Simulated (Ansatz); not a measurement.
## Nudged elastic band run: CuSi16, charge +1

Input:

```yaml
crystal:
  lattice:
    - [0.0, 5.43, 5.43]
    - [5.43, 0.0, 5.43]
    - [5.43, 5.43, 0.0]
  atoms:
    - { symbol: Si, position: [0.00145902, 0.00519039, -0.01189771] }
    - { symbol: Si, position: [0.11843937, 0.1412366, 0.11769491] }
    - { symbol: Si, position: [-0.00090079, 0.00104596, 0.50804967] }
    - { symbol: Si, position: [0.14377052, 0.12190161, 0.6138001] }
    - { symbol: Si, position: [-0.04280603, 0.50874278, 0.02470818] }
    - { symbol: Si, position: [0.1181876, 0.62314608, 0.11719828] }
    - { symbol: Si, position: [-0.0011348, 0.49289191, 0.50752184] }
    - { symbol: Si, position: [0.11209722, 0.61783489, 0.65317526] }
    - { symbol: Si, position: [0.49234763, 0.01360684, -0.00408229] }
    - { symbol: Si, position: [0.62883489, 0.12621573, 0.11945955] }
    - { symbol: Si, position: [0.51492198, -0.00406357, 0.49351776] }
    - { symbol: Si, position: [0.62703684, 0.12836971, 0.62156012] }
    - { symbol: Si, position: [0.49213267, 0.49864432, -0.00383358] }
    - { symbol: Si, position: [0.58548789, 0.64006628, 0.1351658] }
    - { symbol: Si, position: [0.48650351, 0.50066411, 0.5126095] }
    - { symbol: Si, position: [0.6268458, 0.62356993, 0.62184291] }
    - { symbol: Cu, position: [0.16116078, 0.77627823, 0.2863724] }
total_charge: 1
basis:
  ecutwfc: 420.0
kpoints:
  mp_grid: { grid: [2, 2, 2] }
hamiltonian:
  xc: pbe
  pseudopotentials: { kind: paw, azcp: { folder: soft_1 } }
scf:
  occupations: { method: gaussian, width: 0.05 }
  lower_state_search: "off"
neb:
  images: 7
  f_tol: 0.05
  initial_path: linear
  max_iterations: 35
  optimiser: fire
  spring: 2.0
  final_atoms:
    - { symbol: Si, position: [-0.00214358, 0.00132788, 0.00344668] }
    - { symbol: Si, position: [0.12398359, 0.1323449, 0.11827883] }
    - { symbol: Si, position: [-0.01697332, 0.00236578, 0.50830249] }
    - { symbol: Si, position: [0.11207944, 0.12651941, 0.62914857] }
    - { symbol: Si, position: [0.00489407, 0.50332204, 0.01130022] }
    - { symbol: Si, position: [0.12978138, 0.62898894, 0.13185836] }
    - { symbol: Si, position: [-0.00050378, 0.49900278, 0.50588166] }
    - { symbol: Si, position: [0.1196957, 0.62007351, 0.6371762] }
    - { symbol: Si, position: [0.5081633, 0.00708918, -0.02669748] }
    - { symbol: Si, position: [0.62533756, 0.12491747, 0.11272222] }
    - { symbol: Si, position: [0.48592284, -0.01453757, 0.48981133] }
    - { symbol: Si, position: [0.61504387, 0.11603622, 0.60191274] }
    - { symbol: Si, position: [0.50239007, 0.49730502, 0.00339053] }
    - { symbol: Si, position: [0.63350039, 0.62398415, 0.11777213] }
    - { symbol: Si, position: [0.50266779, 0.48368156, 0.50740286] }
    - { symbol: Si, position: [0.62683036, 0.61185123, 0.62904169] }
    - { symbol: Cu, position: [0.3481967, 0.84897241, 0.33997296] }
  order_check: true
```

Command:

```bash
$ ansatz run input.yaml --threads 1 --pin off --max-ram 3072MiB --backend cpu --events-out ev --progress --plain --runs-dir out
```

Output, in part (warnings, iteration lines):

```
NEB end point (image 0): max|allowed force component| = 1.902e-2 eV/Å (the criterion of neb.relax_end_points is 1.000e-2)
NEB end point (image 8): max|allowed force component| = 1.525e-2 eV/Å (the criterion of neb.relax_end_points is 1.000e-2)
NEB iter   1: max|band force component| = 2.262e0 eV/Å  barrier→ = 0.4429 eV  barrier← = 0.4430 eV  Δτ_max = 0.0342 Å  (81 SCF iters)
NEB iter   2: max|band force component| = 1.499e0 eV/Å  barrier→ = 0.2890 eV  barrier← = 0.2891 eV  Δτ_max = 0.0564 Å  (49 SCF iters)
NEB iter   3: max|band force component| = 7.058e-1 eV/Å  barrier→ = 0.1771 eV  barrier← = 0.1772 eV  Δτ_max = 0.0634 Å  (53 SCF iters)
NEB iter   4: max|band force component| = 9.519e-1 eV/Å  barrier→ = 0.1629 eV  barrier← = 0.1631 eV  Δτ_max = 0.0034 Å  (52 SCF iters)
NEB iter   5: max|band force component| = 8.851e-1 eV/Å  barrier→ = 0.1542 eV  barrier← = 0.1544 eV  Δτ_max = 0.0066 Å  (37 SCF iters)
NEB iter   6: max|band force component| = 7.557e-1 eV/Å  barrier→ = 0.1394 eV  barrier← = 0.1395 eV  Δτ_max = 0.0094 Å  (40 SCF iters)
NEB iter   7: max|band force component| = 5.722e-1 eV/Å  barrier→ = 0.1227 eV  barrier← = 0.1229 eV  Δτ_max = 0.0114 Å  (41 SCF iters)
NEB iter   8: max|band force component| = 3.484e-1 eV/Å  barrier→ = 0.1090 eV  barrier← = 0.1091 eV  CI = image 5  Δτ_max = 0.0124 Å  (41 SCF iters)
[... lines left out ...]
```

The run converged. Beside the main top the profile has a ripple of under 15 meV (maxima at images 2, 5), which may be a very shallow well or noise. By the program's own check the climbing image is of a kind that is not told: the force calls were inconclusive, a negative curvature could not be distinguished from the path's own, the only one lies far off the path, or fixed occupations may fill a level only in part (lowest curvatures found: -0.43 and 0.79 eV/Å²). Limits of this set-up: coarse k mesh, charged cell in a uniform background, uncorrected.

Final band (atoms are numbered from 1 in the order of the input):

| image | path coordinate (Å) | energy (eV) | Si1–Cu17 (Å) | Si6–Cu17 (Å) | Si7–Cu17 (Å) |
| --- | --- | --- | --- | --- | --- |
| 0 | 0.00 | 0.000 | 2.54 | 2.35 | 2.46 |
| 1 | 0.31 | 0.009 | 2.69 | 2.39 | 2.55 |
| 2 | 0.62 | 0.014 | 2.87 | 2.46 | 2.71 |
| 3 | 0.94 | 0.004 | 3.02 | 2.59 | 2.94 |
| 4 | 1.28 | 0.011 | 3.21 | 2.86 | 3.18 |
| 5 | 1.63 | 0.045 | 3.44 | 3.21 | 3.43 |
| 6 | 1.86 | 0.042 | 3.61 | 3.46 | 3.62 |
| 7 | 2.13 | 0.016 | 3.81 | 3.74 | 3.82 |
| 8 | 2.41 | 0.000 | 4.01 | 4.05 | 4.05 |

Run time: 26 min on 1 thread of Arm Neoverse V2, on a shared host, peak memory 1 GiB.
